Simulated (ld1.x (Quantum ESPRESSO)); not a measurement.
**Configuration tests for I (TM semilocal)**

```
Element                 : I
Generator               : ld1.x (Quantum ESPRESSO) 7.5
Type                    : norm-conserving Troullier–Martins (semilocal form)
Functional              : LDA (PZ)
Relativity              : scalar-relativistic
Frozen core             : [Kr] 4d10
Valence charge          : 7
Reference configuration : 5s2 5p5
Partial waves           : 5s (bound): rc 1.30 bohr; 5p (bound): rc 1.80 bohr
Local potential         : the p channel
Core correction         : none
```

Energies are relative to the spin-unpolarised reference configuration 5s2 5p5; without spin polarisation the order of configurations can differ from experiment. Spin-polarised rows fill each open shell by Hund’s rule, majority spin first. The frozen-core shift is the all-electron ΔE with the core orbitals held at their reference shape minus the fully relaxed ΔE.

Task: Give the all-electron excitation energy and the error of the potential for: 5s2 5p4; 5s2 5p3; 5s2 5p2; 5s1 5p5; 5s2 5p5.3; 5s2 5p1; 5s1 5p6; 5s2 5p5 (spin-polarised); 5s2 5p4 (spin-polarised).

Result:

```
   valence configuration  charge  ΔE all-electron (eV)  error AE − PS (meV)  frozen-core shift (meV)
                 5s2 5p4      +1                11.305                 +4.1                     +6.5
                 5s2 5p3      +2                31.369                  +36                      +36
                 5s2 5p2      +3                60.983                 +129                     +116
                 5s1 5p5      +1                22.374                  +18                      +22
               5s2 5p5.3    -0.3                -1.829                 +0.8                     -0.2
                 5s2 5p1      +4               100.785                 +344                     +295
                 5s1 5p6       0                10.512                  +13                     +5.9
5s2 5p5 (spin-polarised)       0                -0.121                  +21                     +0.7
5s2 5p4 (spin-polarised)      +1                10.743                 +116                      +11
```

Levels in the configuration 5s2 5p4:

```csv
level,all-electron (eV),pseudo (eV)
5s,-26.523,-26.501
5p,-15.541,-15.523
```

A variational frozen-core shift is positive and of second order in the change. This column holds negative values, so the frozen-core run of ld1.x carries numerical noise or an error of first order here, and the column gives no more than the rough size of the effect.
